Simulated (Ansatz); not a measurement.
The cluster La3. The state is a doublet with charge 0. Geometry PBE0-D4/def2-TZVP.

Cartesian coordinates in Å:
```
La -0.522 -0.798 -1.593
La 0.756 1.734 -0.034
La -0.234 -0.936 1.627
```

In the def2 sets La takes a core potential; there is no spin–orbit coupling. At PBE-D4/def2-SVP, PBE-D4/def2-TZVPD, r2SCAN0-D4/def2-TZVP, CAM-B3LYP-D4/def2-TZVP and others the charge 0 doublet is spin-contaminated (final ⟨S²⟩ up to 3.21, 0.75 for a pure state). The geometry of the doublet was relaxed on an unsound state (⟨S²⟩ 2.09, where a pure state has 0.75). At PBE0-D4/def2-TZVP a quartet of charge 0 lies 0.11 eV below the doublet, each at its own geometry. That quartet is doubtful there (⟨S²⟩ 4.23, where a pure state has 3.75). The structure comes from a short search, and lower isomers may exist.

Task: Estimate the α-spin orbital energies around the gap (eV) in Ansatz with PBE-D4/def2-SVP, PBE-D4/def2-TZVPD, r2SCAN0-D4/def2-TZVP, CAM-B3LYP-D4/def2-TZVP, ωB97X-V/def2-TZVP.

Result: 
```json
{"orbital": "HOMO−13", "PBE-D4/def2-SVP": "-21.19", "PBE-D4/def2-TZVPD": "-21.12", "r2SCAN0-D4/def2-TZVP": "-23.62", "CAM-B3LYP-D4/def2-TZVP": "-24.98", "ωB97X-V/def2-TZVP": "-26.27"}
{"orbital": "HOMO−12", "PBE-D4/def2-SVP": "-21.01", "PBE-D4/def2-TZVPD": "-20.85", "r2SCAN0-D4/def2-TZVP": "-23.23", "CAM-B3LYP-D4/def2-TZVP": "-24.55", "ωB97X-V/def2-TZVP": "-25.78"}
{"orbital": "HOMO−11", "PBE-D4/def2-SVP": "-20.87", "PBE-D4/def2-TZVPD": "-20.67", "r2SCAN0-D4/def2-TZVP": "-22.84", "CAM-B3LYP-D4/def2-TZVP": "-24.32", "ωB97X-V/def2-TZVP": "-25.60"}
{"orbital": "HOMO−10", "PBE-D4/def2-SVP": "-20.77", "PBE-D4/def2-TZVPD": "-20.59", "r2SCAN0-D4/def2-TZVP": "-22.58", "CAM-B3LYP-D4/def2-TZVP": "-24.28", "ωB97X-V/def2-TZVP": "-25.57"}
{"orbital": "HOMO−9", "PBE-D4/def2-SVP": "-20.68", "PBE-D4/def2-TZVPD": "-20.49", "r2SCAN0-D4/def2-TZVP": "-22.49", "CAM-B3LYP-D4/def2-TZVP": "-24.07", "ωB97X-V/def2-TZVP": "-25.33"}
{"orbital": "HOMO−8", "PBE-D4/def2-SVP": "-20.60", "PBE-D4/def2-TZVPD": "-20.45", "r2SCAN0-D4/def2-TZVP": "-22.41", "CAM-B3LYP-D4/def2-TZVP": "-24.02", "ωB97X-V/def2-TZVP": "-25.21"}
{"orbital": "HOMO−7", "PBE-D4/def2-SVP": "-20.30", "PBE-D4/def2-TZVPD": "-20.16", "r2SCAN0-D4/def2-TZVP": "-22.30", "CAM-B3LYP-D4/def2-TZVP": "-23.68", "ωB97X-V/def2-TZVP": "-24.88"}
{"orbital": "HOMO−6", "PBE-D4/def2-SVP": "-19.97", "PBE-D4/def2-TZVPD": "-19.89", "r2SCAN0-D4/def2-TZVP": "-22.07", "CAM-B3LYP-D4/def2-TZVP": "-23.44", "ωB97X-V/def2-TZVP": "-24.64"}
{"orbital": "HOMO−5", "PBE-D4/def2-SVP": "-19.75", "PBE-D4/def2-TZVPD": "-19.61", "r2SCAN0-D4/def2-TZVP": "-21.58", "CAM-B3LYP-D4/def2-TZVP": "-23.20", "ωB97X-V/def2-TZVP": "-24.47"}
{"orbital": "HOMO−4", "PBE-D4/def2-SVP": "-3.71", "PBE-D4/def2-TZVPD": "-3.62", "r2SCAN0-D4/def2-TZVP": "-4.29", "CAM-B3LYP-D4/def2-TZVP": "-4.98", "ωB97X-V/def2-TZVP": "-5.76"}
{"orbital": "HOMO−3", "PBE-D4/def2-SVP": "-3.16", "PBE-D4/def2-TZVPD": "-3.06", "r2SCAN0-D4/def2-TZVP": "-3.69", "CAM-B3LYP-D4/def2-TZVP": "-4.72", "ωB97X-V/def2-TZVP": "-5.50"}
{"orbital": "HOMO−2", "PBE-D4/def2-SVP": "-3.09", "PBE-D4/def2-TZVPD": "-3.05", "r2SCAN0-D4/def2-TZVP": "-3.68", "CAM-B3LYP-D4/def2-TZVP": "-4.51", "ωB97X-V/def2-TZVP": "-5.29"}
{"orbital": "HOMO−1", "PBE-D4/def2-SVP": "-3.06", "PBE-D4/def2-TZVPD": "-2.96", "r2SCAN0-D4/def2-TZVP": "-3.64", "CAM-B3LYP-D4/def2-TZVP": "-4.25", "ωB97X-V/def2-TZVP": "-4.94"}
{"orbital": "HOMO", "PBE-D4/def2-SVP": "-2.71", "PBE-D4/def2-TZVPD": "-2.53", "r2SCAN0-D4/def2-TZVP": "-3.28", "CAM-B3LYP-D4/def2-TZVP": "-3.99", "ωB97X-V/def2-TZVP": "-4.67"}
{"orbital": "LUMO", "PBE-D4/def2-SVP": "-2.39", "PBE-D4/def2-TZVPD": "-2.33", "r2SCAN0-D4/def2-TZVP": "-1.37", "CAM-B3LYP-D4/def2-TZVP": "-1.04", "ωB97X-V/def2-TZVP": "-0.47"}
{"orbital": "LUMO+1", "PBE-D4/def2-SVP": "-2.26", "PBE-D4/def2-TZVPD": "-2.12", "r2SCAN0-D4/def2-TZVP": "-1.22", "CAM-B3LYP-D4/def2-TZVP": "-0.51", "ωB97X-V/def2-TZVP": "0.26"}
{"orbital": "LUMO+2", "PBE-D4/def2-SVP": "-2.25", "PBE-D4/def2-TZVPD": "-1.96", "r2SCAN0-D4/def2-TZVP": "-1.16", "CAM-B3LYP-D4/def2-TZVP": "-0.46", "ωB97X-V/def2-TZVP": "0.36"}
{"orbital": "LUMO+3", "PBE-D4/def2-SVP": "-1.98", "PBE-D4/def2-TZVPD": "-1.81", "r2SCAN0-D4/def2-TZVP": "-0.77", "CAM-B3LYP-D4/def2-TZVP": "-0.32", "ωB97X-V/def2-TZVP": "0.39"}
{"orbital": "LUMO+4", "PBE-D4/def2-SVP": "-1.83", "PBE-D4/def2-TZVPD": "-1.67", "r2SCAN0-D4/def2-TZVP": "-0.58", "CAM-B3LYP-D4/def2-TZVP": "-0.20", "ωB97X-V/def2-TZVP": "0.53"}
{"orbital": "LUMO+5", "PBE-D4/def2-SVP": "-1.35", "PBE-D4/def2-TZVPD": "-1.26", "r2SCAN0-D4/def2-TZVP": "-0.54", "CAM-B3LYP-D4/def2-TZVP": "-0.11", "ωB97X-V/def2-TZVP": "0.57"}
{"orbital": "β HOMO", "PBE-D4/def2-SVP": "-2.81", "PBE-D4/def2-TZVPD": "-2.61", "r2SCAN0-D4/def2-TZVP": "-2.97", "CAM-B3LYP-D4/def2-TZVP": "-3.76", "ωB97X-V/def2-TZVP": "-4.33"}
{"orbital": "β LUMO", "PBE-D4/def2-SVP": "-2.28", "PBE-D4/def2-TZVPD": "-2.16", "r2SCAN0-D4/def2-TZVP": "-1.37", "CAM-B3LYP-D4/def2-TZVP": "-1.02", "ωB97X-V/def2-TZVP": "-0.45"}
```
